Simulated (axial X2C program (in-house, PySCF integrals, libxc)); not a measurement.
# How long does SnTe⁺ take?

A bond scan computed with an in-house relativistic program for diatomic molecules. Basis: Te dyall-v2z [9s9p7d], Sn dyall-v2z [9s9p7d] (cores contracted in-house).

Input file and command:
```json
{"zs": [52, 50], "q": 1, "bas": ["dyall-v2z", "dyall-v2z"], "levels": ["PBE0", "HF", "BLYP", "B97-3"], "cc": false, "r0": 2.58, "npts": 10, "nst": 2, "ntry": 6}
```
```bash
python so2c.py task.json out
```

Keys: zs atomic numbers; q charge; bas basis sets; levels methods; cc coupled cluster on or off; r0 starting distance in Å; npts points on the curve; nst determinants followed; ntry starts of the search. HF also brings MP2.

Hardware: 1 thread of Arm Neoverse N1 (shared host).

Wall time of one point of each curve, integrals apart:

```
Hamiltonian  level  points  seconds a point
  spin-free   PBE0      10             0.79
  spin-free     HF      10                2
  spin-free   BLYP      10             0.44
  spin-free  B97-3      10             0.82
         2c   PBE0      10              1.2
         2c     HF      10              1.2
         2c   BLYP      10             0.45
         2c  B97-3      10              1.2
```

The rest:

Search with its distance optimisation 44 s, atoms 15 s, whole task 170 s. Coupled cluster runs on the points near the minimum only. The program drops outer points, and coupled cluster, when its time limit (not in the input) nears; MP2, further determinants and curves that did not converge are not in the table.
